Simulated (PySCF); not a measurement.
# KSe: a base run and its variants

Base input, run as `OMP_NUM_THREADS=1 python input.py` with PySCF 2.14:

```python
from pyscf import gto, scf

mol = gto.M(
    atom='K 0 0 0; Se 0 0 3.273',
    basis='6-31g*',
    charge=0,
    spin=1,
    verbose=4,
)
mf = scf.UHF(mol)
mf = mf.density_fit(auxbasis='def2-universal-jkfit')
mf.kernel()
mf.stability(internal=True, external=True)
mf.dip_moment()
print('orbital energies (hartree):', [e[max(0, n-3):n+3].round(4) for e, n in zip(mf.mo_energy, mol.nelec)])
```

Base result: E(SCF) = -2998.692156 Eh, 11 cycles, ⟨S²⟩ = 0.757, μz(SCF) = -12.97 D, internal stable; real -> complex stable; UHF/UKS -> GHF/GKS unstable. The stability test finds a lower solution, so these numbers belong to a saddle point. The bond length is a typed value, not an optimised one. No search for the lowest solution was made.

It ran on Arm Neoverse V1 (1 thread, shared host) in 8.5 s, peak memory 0.13 GiB.

Each row names what differs from the base; energies in brackets are changes from the base.

```tsv
change	result	wall time (s)
basis set: 6-31g* → ano-rcc-vdzp; spin-free X2C: off → on	E(SCF) = -3029.592912 Eh, 11 cycles, ⟨S²⟩ = 0.759, μz(SCF) = -13.35 D, internal stable; real -> complex stable; UHF/UKS -> GHF/GKS unstable	6.5
geometry: bond 3.273 → bond 3.666	E(SCF) = -2998.681624 Eh (+0.2866 eV), 11 cycles, ⟨S²⟩ = 0.760, μz(SCF) = -14.62 D, internal stable; real -> complex stable; UHF/UKS -> GHF/GKS unstable	8
level shift (hartree): none → 5 [unsound on purpose]	not converged: SCF after 50 cycles	9.3
convergence threshold: default → 1e-13	E(SCF) = -2998.692156 Eh (+0.0000 eV), 46 cycles, ⟨S²⟩ = 0.757, μz(SCF) = -12.97 D, internal stable; real -> complex stable; UHF/UKS -> GHF/GKS unstable	10
electric field along z (a.u.): none → 0.2 [unsound on purpose] [may be another electronic state]	E(SCF) = -3003.632719 Eh (-134.4396 eV), 14 cycles, ⟨S²⟩ = 0.757, μz(SCF) = 98.41 D, internal stable; real -> complex stable; UHF/UKS -> GHF/GKS unstable	6.8
smearing width (hartree): none → 0.001; step after the SCF: stability → none [smearing does not keep the typed spin]	E(SCF) = -2998.555699 Eh (+3.7132 eV), 11 cycles, μz(SCF) = -12.83 D	1.4
Cartesian functions: off → on	E(SCF) = -2998.695988 Eh (-0.1043 eV), 11 cycles, ⟨S²⟩ = 0.758, μz(SCF) = -12.91 D, internal stable; real -> complex stable; UHF/UKS -> GHF/GKS unstable	12
point-group symmetry: off → on	not converged: SCF after 50 cycles	7.7
step after the SCF: stability → tda; number of roots: default → 4	E(SCF) = -2998.692156 Eh (+0.0000 eV), 11 cycles, ⟨S²⟩ = 0.757, μz(SCF) = -12.97 D, first excitations without spin–orbit coupling 2.62, 2.80, 3.24, 3.54 eV	10
length unit: angstrom → bohr [unsound on purpose]	E(SCF) = -2998.220088 Eh (+12.8456 eV), 12 cycles, ⟨S²⟩ = 0.755, μz(SCF) = -5.45 D, internal stable; real -> complex stable; UHF/UKS -> GHF/GKS stable	7.6
basis set: 6-31g* → 6-31g	E(SCF) = -2998.638197 Eh (+1.4683 eV), 10 cycles, ⟨S²⟩ = 0.755, μz(SCF) = -13.68 D, internal stable; real -> complex stable; UHF/UKS -> GHF/GKS stable	5.1
electric field along z (a.u.): none → 0.001	E(SCF) = -2998.687085 Eh (+0.1380 eV), 11 cycles, ⟨S²⟩ = 0.758, μz(SCF) = -12.81 D, internal stable; real -> complex stable; UHF/UKS -> GHF/GKS unstable	7.9
functional: none (Hartree–Fock) → b3lyp; SCF type: UHF → UKS; step after the SCF: stability → analyze	E(SCF) = -3001.197402 Eh, 10 cycles, ⟨S²⟩ = 0.755, μz(SCF) = -11.40 D	4.4
step after the SCF: stability → mp2; frozen orbitals: default → 14	E(SCF) = -2998.692156 Eh (+0.0000 eV), 11 cycles, E(MP2) − E(SCF) = -0.24671 Eh, ⟨S²⟩ = 0.757, μz(SCF) = -12.97 D	1.3
SCF type: UHF → ROHF	stops with NotImplementedError after the SCF	3.3
spin (2S): 1 → 3 [a high spin state]	E(SCF) = -2998.636327 Eh (+1.5192 eV), 11 cycles, ⟨S²⟩ = 3.757, μz(SCF) = 3.49 D, internal stable; real -> complex stable; UHF/UKS -> GHF/GKS unstable	7.4
spin (2S): 1 → 5 [a high spin state]	E(SCF) = -2998.403088 Eh (+7.8659 eV), 11 cycles, ⟨S²⟩ = 8.751, μz(SCF) = 10.04 D, internal stable; real -> complex stable; UHF/UKS -> GHF/GKS unstable	6.9
level shift (hartree): none → -0.2 [unsound on purpose] [may be another electronic state]	not converged: SCF after 50 cycles	9.5
geometry: bond 3.273 → bond 0.1 [unsound on purpose]	E(SCF) = -1332.539909 Eh, 12 cycles, ⟨S²⟩ = 0.759, μz(SCF) = 3.61 D, internal unstable; real -> complex stable; UHF/UKS -> GHF/GKS unstable	7.3
```

Q: Order these changes by how far they move the SCF energy from the base, largest first: (1) Cartesian functions: off → on; (2) convergence threshold: default → 1e-13; (3) electric field along z (a.u.): none → 0.001; (4) geometry: bond 3.273 → bond 3.666.

A: (4) +0.2866 eV, (3) +0.1380 eV, (1) -0.1043 eV, (2) +0.0000 eV.
